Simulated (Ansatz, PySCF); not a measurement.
Three-fold rotor about C1–Si2 in CH3FSi (SMILES C[Si]F); single points on GFN2-xTB geometries with the dihedral held.
Staggered geometry (60°) (charge 0, multiplicity 1):
```xyz
6

C     -0.5469    -0.0288     0.0045
Si     1.1768    -0.8479    -0.0803
F      0.8294    -2.0888     0.9538
H     -0.7878     0.2697     1.0258
H     -1.3252    -0.7206    -0.3212
H     -0.6117     0.8586    -0.6218
```

Frozen-core correlation. CBS: X⁻³ extrapolation of the correlation energy, Hartree–Fock from the larger set. MP2 and its Hartree–Fock in cc-pV(Q+d)Z are density fitted. Rows in 6-31G* carry no dispersion term and start afresh at each structure (6-31G* with six Cartesian d functions).

The values were computed with Ansatz (a quantum-chemistry and plane-wave program); PySCF for 6-31G* rows. Each number belongs to the level named beside it.

Energies above the staggered point (kcal/mol):

| dihedral (°) | PBE/def2-TZVPP | B3LYP/6-31G* | MP2/CBS(cc-pV(T+d)Z, cc-pV(Q+d)Z) + ΔCCSD(T)/cc-pV(T+d)Z |
|---|---|---|---|
| 0 | 0.361 | 0.508 | 0.489 |
| 20 | 0.266 | 0.371 | 0.354 |
| 40 | 0.083 | 0.114 | 0.105 |
| 60 | 0.000 | 0.000 | 0.000 |
| 80 | 0.094 | 0.125 | 0.118 |
| 100 | 0.266 | 0.373 | 0.355 |
| 120 | 0.360 | 0.506 | 0.488 |

Moments of inertia of the two ends about the bond: 3.115 and 51.300 u Å².

Problem. Fit V = V₃/2 (1 − cos 3φ) + V₆/2 (1 − cos 6φ), φ counted from the staggered point, and estimate the harmonic torsional frequency.

Solution. 
V₃ is the energy at φ = 60°; at φ = 20° (mean of both sides) V = 0.25 V₃ + 0.75 V₆. The reduced moment I₁I₂/(I₁ + I₂) = 2.936 u Å² gives F = 16.8576/I = 5.741 cm⁻¹ (a rough rule where the frame isn't a symmetric top). Near the minimum V = kφ²/2 with k = (9V₃ + 36V₆)/2, and ω = √(2Fk), with 1 kcal/mol = 349.755 cm⁻¹.
- PBE/def2-TZVPP: V₃ = 0.36, V₆ = -0.002 kcal/mol, k = 553 cm⁻¹/rad², ω = 80 cm⁻¹
- B3LYP/6-31G*: V₃ = 0.51, V₆ = -0.010 kcal/mol, k = 739 cm⁻¹/rad², ω = 92 cm⁻¹
- MP2/CBS(cc-pV(T+d)Z, cc-pV(Q+d)Z) + ΔCCSD(T)/cc-pV(T+d)Z: V₃ = 0.49, V₆ = -0.014 kcal/mol, k = 682 cm⁻¹/rad², ω = 88 cm⁻¹
